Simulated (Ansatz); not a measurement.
A short molecular-dynamics run on C3H10NO3Ta (`C[O][Ta](=[NH])([O]C)[O]C`).

```yaml
crystal:
  periodic: [false, false, false]
  atoms:
    - {symbol: C, position_ang: [-1.378916, -0.655992, 2.750576]}
    - {symbol: O, position_ang: [-1.134188, -0.713805, 1.377209]}
    - {symbol: Ta, position_ang: [-0.037855, -0.034232, -0.017994]}
    - {symbol: N, position_ang: [1.127127, 1.118078, 0.664162]}
    - {symbol: O, position_ang: [-1.114798, 0.855177, -1.306234]}
    - {symbol: C, position_ang: [-1.347088, 2.081926, -1.931122]}
    - {symbol: O, position_ang: [0.906749, -1.460418, -0.845102]}
    - {symbol: C, position_ang: [2.180644, -1.957792, -1.126551]}
    - {symbol: H, position_ang: [-0.693067, 0.039325, 3.245455]}
    - {symbol: H, position_ang: [-2.406474, -0.325618, 2.932714]}
    - {symbol: H, position_ang: [-1.253389, -1.648929, 3.193888]}
    - {symbol: H, position_ang: [1.786670, 1.770972, 1.050325]}
    - {symbol: H, position_ang: [-0.661827, 2.850840, -1.559644]}
    - {symbol: H, position_ang: [-2.375347, 2.407187, -1.743673]}
    - {symbol: H, position_ang: [-1.209954, 1.981546, -3.012495]}
    - {symbol: H, position_ang: [2.313246, -2.052564, -2.208994]}
    - {symbol: H, position_ang: [2.959246, -1.295888, -0.733534]}
    - {symbol: H, position_ang: [2.301819, -2.948611, -0.677285]}
basis:
  gaussian: {orbitals: def2-SVP}
hamiltonian: {xc: {name: r2SCAN}, dispersion: rvv10}
md: {timestep: 1 fs, n_steps: 50, ensemble: nve, temperature: 300, initial_velocities: maxwell_boltzmann, seed: 781}
```

```sh
$ ansatz run in.yaml --threads 4 --pin off --events-out ev --progress --plain --max-ram 41984MiB --backend cuda --devices 0, --max-vram 37GiB
```

```csv
step,time (fs),potential energy (eV),kinetic (eV),T (K),conserved (eV)
0,0.0,-12445.2038,0.6204,300,-12444.5833
1,1.0,-12445.1372,0.5585,270,-12444.5787
2,2.0,-12445.0031,0.4338,210,-12444.5694
3,3.0,-12444.9338,0.3643,176,-12444.5694
4,4.0,-12444.9338,0.3588,173,-12444.5750
5,5.0,-12444.9221,0.3455,167,-12444.5766
6,6.0,-12444.8686,0.2947,142,-12444.5739
7,7.0,-12444.8116,0.2417,117,-12444.5698
8,8.0,-12444.8135,0.2455,119,-12444.5681
9,9.0,-12444.9002,0.3287,159,-12444.5715
10,10.0,-12445.0187,0.4406,213,-12444.5781
11,11.0,-12445.0715,0.4904,237,-12444.5812
12,12.0,-12445.0194,0.4435,214,-12444.5759
13,13.0,-12444.9417,0.3722,180,-12444.5696
14,14.0,-12444.9261,0.3533,171,-12444.5728
15,15.0,-12444.9331,0.3561,172,-12444.5770
16,16.0,-12444.8995,0.3240,157,-12444.5755
17,17.0,-12444.8382,0.2653,128,-12444.5728
18,18.0,-12444.7898,0.2194,106,-12444.5704
19,19.0,-12444.7938,0.2250,109,-12444.5688
20,20.0,-12444.8709,0.2992,145,-12444.5717
21,21.0,-12444.9761,0.3981,192,-12444.5780
22,22.0,-12445.0202,0.4400,213,-12444.5802
23,23.0,-12444.9758,0.4012,194,-12444.5746
24,24.0,-12444.9264,0.3570,173,-12444.5695
25,25.0,-12444.9436,0.3705,179,-12444.5731
26,26.0,-12444.9786,0.4010,194,-12444.5775
27,27.0,-12444.9630,0.3862,187,-12444.5768
28,28.0,-12444.9011,0.3282,159,-12444.5729
29,29.0,-12444.8509,0.2819,136,-12444.5690
30,30.0,-12444.8717,0.3029,146,-12444.5687
31,31.0,-12444.9652,0.3912,189,-12444.5740
32,32.0,-12445.0527,0.4725,228,-12444.5803
33,33.0,-12445.0469,0.4673,226,-12444.5796
34,34.0,-12444.9638,0.3918,189,-12444.5720
35,35.0,-12444.9139,0.3445,167,-12444.5694
36,36.0,-12444.9335,0.3576,173,-12444.5759
37,37.0,-12444.9336,0.3550,172,-12444.5786
38,38.0,-12444.8686,0.2940,142,-12444.5746
39,39.0,-12444.7902,0.2200,106,-12444.5701
40,40.0,-12444.7665,0.1979,96,-12444.5685
41,41.0,-12444.8225,0.2515,122,-12444.5709
42,42.0,-12444.9219,0.3461,167,-12444.5757
43,43.0,-12444.9939,0.4150,201,-12444.5789
44,44.0,-12444.9946,0.4171,202,-12444.5774
45,45.0,-12444.9517,0.3794,183,-12444.5723
46,46.0,-12444.9378,0.3655,177,-12444.5723
47,47.0,-12444.9524,0.3751,181,-12444.5772
48,48.0,-12444.9261,0.3485,169,-12444.5776
49,49.0,-12444.8457,0.2717,131,-12444.5740
50,50.0,-12444.7598,0.1894,92,-12444.5704
```

Velocities are drawn at the set temperature; a run this short doesn't reach equilibrium.

Frames (Å, forces in eV/Å):

```xyz
18
time=0.0 fs
C    -1.379   -0.656    2.751    0.007   -0.037   -0.222
O    -1.134   -0.714    1.377   -0.122   -0.079    0.138
Ta   -0.038   -0.034   -0.018   -0.334   -0.333   -0.200
N     1.127    1.118    0.664    0.149    0.149    0.089
O    -1.115    0.855   -1.306   -0.121    0.081   -0.138
C    -1.347    2.082   -1.931    0.007   -0.212    0.077
O     0.907   -1.460   -0.845    0.087   -0.157   -0.091
C     2.181   -1.958   -1.127   -0.219    0.046    0.025
H    -0.693    0.039    3.245    0.198    0.210    0.191
H    -2.406   -0.326    2.933   -0.302    0.095    0.090
H    -1.253   -1.649    3.194    0.028   -0.283    0.165
H     1.787    1.771    1.050    0.281    0.278    0.165
H    -0.662    2.851   -1.560    0.198    0.268    0.092
H    -2.375    2.407   -1.744   -0.301    0.126    0.035
H    -1.210    1.982   -3.012    0.031    0.005   -0.327
H     2.313   -2.053   -2.209    0.073   -0.042   -0.317
H     2.959   -1.296   -0.734    0.272    0.183    0.109
H     2.302   -2.949   -0.677    0.069   -0.298    0.119
18
time=5.0 fs
C    -1.387   -0.657    2.717   -0.326   -0.949    1.752
O    -1.123   -0.717    1.368   -0.335   -0.003    0.371
Ta   -0.034   -0.033   -0.012   -0.570    0.625   -0.605
N     1.134    1.119    0.673    0.412    0.451    0.115
O    -1.146    0.830   -1.315    0.044    1.077   -0.151
C    -1.343    2.094   -1.965   -1.199   -0.441    0.946
O     0.896   -1.431   -0.855    1.060   -0.844   -0.124
C     2.171   -1.970   -1.123   -0.268   -0.770   -0.461
H    -0.703   -0.013    3.326   -0.282    0.249   -0.625
H    -2.460   -0.407    2.947    0.631    0.139   -0.325
H    -1.227   -1.664    3.192   -0.166    0.245   -0.378
H     1.824    1.793    0.992   -0.063   -0.070    0.056
H    -0.725    2.909   -1.514    0.450   -0.542   -0.694
H    -2.380    2.491   -1.735    0.505   -0.680   -0.368
H    -1.272    1.892   -3.056    0.298    0.677    0.317
H     2.236   -2.106   -2.231    0.401    0.334    0.430
H     3.010   -1.372   -0.698   -0.366    0.035   -0.331
H     2.270   -3.009   -0.716   -0.228    0.468    0.077
18
time=10.0 fs
C    -1.398   -0.675    2.712    0.469   -0.438    0.630
O    -1.117   -0.720    1.364   -0.333   -0.024    0.106
Ta   -0.030   -0.031   -0.007   -0.577    1.304   -0.882
N     1.147    1.127    0.683    0.315    0.390   -0.065
O    -1.176    0.821   -1.326    0.444    1.000    0.052
C    -1.355    2.094   -1.982    0.361   -1.373    0.531
O     0.900   -1.412   -0.867    0.923   -0.810   -0.140
C     2.153   -1.991   -1.128   -0.528   -1.198    0.357
H    -0.753    0.005    3.292    0.044    0.315   -0.191
H    -2.438   -0.445    2.904   -0.728    0.378   -0.007
H    -1.228   -1.664    3.132    0.054   -0.600    0.322
H     1.861    1.812    0.949   -0.327   -0.328    0.020
H    -0.679    2.872   -1.601    0.415   -0.110   -0.116
H    -2.348    2.460   -1.786   -0.994    0.157    0.168
H    -1.266    1.937   -3.064    0.246    0.174   -0.157
H     2.247   -2.097   -2.206    0.303    0.039   -0.537
H     3.001   -1.426   -0.721    0.024    0.305    0.085
H     2.203   -3.042   -0.707   -0.109    0.821   -0.174
18
time=15.0 fs
C    -1.407   -0.704    2.722   -0.822    0.010    0.113
O    -1.116   -0.723    1.362   -0.264   -0.278    0.105
Ta   -0.028   -0.027   -0.003   -0.259    1.460   -1.180
N     1.162    1.137    0.691   -0.937   -0.772   -0.602
O    -1.199    0.825   -1.336    0.809    0.231    0.338
C    -1.367    2.072   -1.988   -0.268   -0.005   -0.178
O     0.916   -1.406   -0.881   -0.179   -0.107   -0.069
C     2.129   -2.023   -1.134    0.622    0.844   -0.973
H    -0.800    0.086    3.212   -0.015   -0.410    0.265
H    -2.497   -0.421    2.851    0.803   -0.374    0.078
H    -1.228   -1.737    3.123   -0.084    0.744    0.189
H     1.870    1.801    0.931    0.467    0.427    0.324
H    -0.560    2.795   -1.717   -0.669    0.005    0.525
H    -2.435    2.433   -1.819    1.219    0.014    0.001
H    -1.213    2.021   -3.090   -0.302   -0.591    0.157
H     2.318   -2.078   -2.241   -0.255   -0.237    0.564
H     2.978   -1.429   -0.735   -0.116   -0.167    0.180
H     2.114   -3.008   -0.690    0.252   -0.795    0.163
18
time=20.0 fs
C    -1.425   -0.731    2.732    0.736    1.150   -0.774
O    -1.119   -0.731    1.361   -0.102   -0.502    0.229
Ta   -0.025   -0.022   -0.001   -0.319    1.090   -1.429
N     1.167    1.141    0.691    0.233    0.328   -0.124
O    -1.210    0.832   -1.340    0.900   -0.873    1.023
C    -1.378    2.046   -1.997    1.663   -0.250   -0.919
O     0.930   -1.401   -0.896   -0.921    0.273   -0.047
C     2.114   -2.045   -1.151    0.723   -1.183    1.498
H    -0.841    0.089    3.195    0.041   -0.402    0.404
H    -2.460   -0.456    2.822   -1.047   -0.001    0.338
H    -1.237   -1.704    3.173    0.166   -0.428    0.338
H     1.908    1.815    0.961   -0.754   -0.685   -0.140
H    -0.566    2.734   -1.721   -0.247    0.521    0.444
H    -2.359    2.438   -1.836   -1.014    0.657    0.351
H    -1.219    1.979   -3.100   -0.311   -0.499    0.163
H     2.345   -2.111   -2.212   -0.207   -0.254   -0.623
H     2.941   -1.460   -0.706    0.182   -0.260    0.121
H     2.082   -3.098   -0.661    0.279    1.317   -0.853
18
time=25.0 fs
C    -1.439   -0.741    2.731   -0.855   -0.081    0.417
O    -1.123   -0.746    1.364   -0.005   -0.327    0.648
Ta   -0.024   -0.014    0.000   -0.344    0.505   -1.306
N     1.168    1.143    0.686   -1.183   -0.915   -0.584
O    -1.209    0.828   -1.330    0.722   -0.816    1.216
C    -1.368    2.020   -2.017   -0.866    1.181    0.812
O     0.932   -1.393   -0.911   -0.577    0.010    0.109
C     2.114   -2.077   -1.153    0.607    1.587   -1.004
H    -0.864    0.024    3.273    0.042    0.258    0.003
H    -2.543   -0.516    2.857    0.881   -0.198   -0.046
H    -1.223   -1.706    3.265   -0.112    0.288   -0.697
H     1.875    1.765    0.997    0.780    0.710    0.431
H    -0.637    2.770   -1.639    0.095   -0.101   -0.578
H    -2.377    2.527   -1.802    0.813   -0.862   -0.301
H    -1.290    1.830   -3.095    0.131    0.277   -0.228
H     2.317   -2.190   -2.252   -0.116    0.298    0.554
H     2.943   -1.545   -0.656    0.274    0.029   -0.255
H     2.100   -3.049   -0.750   -0.287   -1.844    0.807
18
time=30.0 fs
C    -1.461   -0.749    2.735    1.173    0.296    0.517
O    -1.128   -0.765    1.376    0.168    0.226    0.257
Ta   -0.022   -0.007   -0.001   -0.749   -0.612   -0.673
N     1.159    1.139    0.675    0.893    0.958    0.594
O    -1.196    0.813   -1.302    0.389    0.272    0.478
C    -1.367    2.011   -2.027    0.694   -0.654   -0.052
O     0.926   -1.385   -0.925    0.534   -0.451    0.144
C     2.124   -2.095   -1.160   -0.606   -1.723    1.409
H    -0.885    0.002    3.344   -0.371   -0.045   -0.634
H    -2.519   -0.603    2.890   -0.858    0.348   -0.078
H    -1.220   -1.690    3.233    0.137   -0.663   -0.134
H     1.890    1.762    1.074   -0.764   -0.604   -0.415
H    -0.674    2.799   -1.671    0.519   -0.273   -0.624
H    -2.309    2.473   -1.811   -1.426    0.045    0.127
H    -1.333    1.743   -3.114    0.285    0.654    0.474
H     2.270   -2.215   -2.229    0.268    0.193   -0.580
H     2.998   -1.630   -0.660   -0.148    0.104   -0.268
H     2.070   -3.204   -0.744   -0.140    1.930   -0.542
18
time=35.0 fs
C    -1.472   -0.758    2.748   -0.755   -1.464   -0.239
O    -1.130   -0.781    1.392    0.362    0.785   -0.488
Ta   -0.022    0.000   -0.003   -0.384   -1.733    0.298
N     1.157    1.144    0.670   -0.366   -0.074   -0.049
O    -1.178    0.802   -1.268   -0.037    1.321   -0.847
C    -1.364    1.995   -2.032   -1.292   -0.257    0.993
O     0.927   -1.383   -0.937    0.677   -0.227    0.379
C     2.125   -2.132   -1.154   -0.560    2.792   -1.943
H    -0.954    0.009    3.313    0.378    0.524    0.278
H    -2.585   -0.633    2.897    0.710    0.016   -0.230
H    -1.203   -1.766    3.153   -0.164    0.521    0.204
H     1.838    1.714    1.116    0.682    0.647    0.356
H    -0.608    2.773   -1.831   -0.059   -0.058    0.313
H    -2.417    2.378   -1.820    1.120   -0.131   -0.167
H    -1.317    1.774   -3.091    0.039   -0.318   -0.675
H     2.273   -2.191   -2.265    0.075   -0.032    0.584
H     3.031   -1.685   -0.717   -0.117    0.236    0.190
H     1.995   -3.094   -0.798   -0.308   -2.548    1.044
18
time=40.0 fs
C    -1.489   -0.786    2.758    0.974    0.821   -0.432
O    -1.126   -0.786    1.401    0.478    0.747   -0.810
Ta   -0.022    0.005   -0.005    0.209   -2.278    1.022
N     1.157    1.153    0.669    0.604    0.740    0.687
O    -1.160    0.809   -1.246   -0.446    1.274   -1.282
C    -1.376    1.971   -2.025    1.448   -0.923   -1.531
O     0.937   -1.385   -0.943    0.293    0.185    0.341
C     2.110   -2.144   -1.167   -1.067   -1.153    1.095
H    -0.978    0.074    3.304   -0.339   -0.978   -0.230
H    -2.565   -0.649    2.860   -0.513    0.007    0.048
H    -1.208   -1.773    3.132    0.066   -0.090    0.705
H     1.842    1.731    1.173   -0.394   -0.256   -0.430
H    -0.558    2.727   -1.928   -0.646   -0.034    0.709
H    -2.383    2.288   -1.846   -0.769    0.912    0.275
H    -1.294    1.755   -3.141   -0.294   -0.343    0.925
H     2.297   -2.178   -2.236   -0.024   -0.357   -0.627
H     3.030   -1.695   -0.734   -0.334   -0.107    0.355
H     1.901   -3.228   -0.741    0.756    1.833   -0.821
18
time=45.0 fs
C    -1.495   -0.807    2.758   -0.745   -0.712   -0.972
O    -1.115   -0.780    1.398    0.434    0.238   -0.220
Ta   -0.022    0.006   -0.006    0.907   -1.789    1.072
N     1.160    1.170    0.676   -0.399   -0.207    0.042
O    -1.149    0.834   -1.241   -0.471   -0.023   -0.275
C    -1.374    1.933   -2.039   -1.175    0.802    0.553
O     0.951   -1.383   -0.944   -0.755    0.524    0.350
C     2.079   -2.164   -1.172    0.690    2.361   -1.328
H    -1.034    0.002    3.285    0.571    0.878    0.719
H    -2.601   -0.671    2.827    0.384   -0.186    0.055
H    -1.211   -1.768    3.246   -0.096    0.233   -0.246
H     1.822    1.745    1.180    0.131    0.179   -0.055
H    -0.616    2.699   -1.871    0.211    0.487    0.133
H    -2.405    2.356   -1.834    0.809   -0.198   -0.169
H    -1.327    1.650   -3.073   -0.043   -0.274   -1.089
H     2.310   -2.233   -2.271   -0.214    0.046    0.594
H     2.963   -1.721   -0.678    0.101   -0.030   -0.009
H     1.935   -3.124   -0.797   -0.340   -2.327    0.845
18
time=50.0 fs
C    -1.506   -0.831    2.745    0.773    1.453    0.517
O    -1.099   -0.771    1.393    0.157   -0.208    0.486
Ta   -0.020    0.006   -0.005    1.172   -0.843    0.897
N     1.159    1.185    0.684   -0.639   -0.516   -0.152
O    -1.144    0.859   -1.240   -0.364   -1.117    0.771
C    -1.384    1.909   -2.053    0.528    1.514   -1.250
O     0.954   -1.374   -0.940   -0.984    0.312    0.118
C     2.056   -2.162   -1.186    0.368   -1.780    1.817
H    -1.026    0.016    3.354   -0.594   -0.694   -0.749
H    -2.597   -0.724    2.806   -0.164    0.037   -0.004
H    -1.225   -1.737    3.315    0.136   -0.315   -0.664
H     1.818    1.787    1.163    0.051    0.087   -0.080
H    -0.659    2.739   -1.798   -0.052   -0.546   -0.928
H    -2.334    2.409   -1.844   -0.740   -0.278   -0.039
H    -1.373    1.521   -3.126    0.153    0.990    0.837
H     2.285   -2.283   -2.241    0.080    0.264   -0.643
H     2.916   -1.756   -0.621    0.276   -0.021   -0.359
H     1.941   -3.259   -0.774   -0.157    1.662   -0.575
```

Run time 110 s (4 threads of an AMD EPYC 7R13 on a shared host and a share of an NVIDIA H100 80 GB); peak host memory 0.9 GiB.
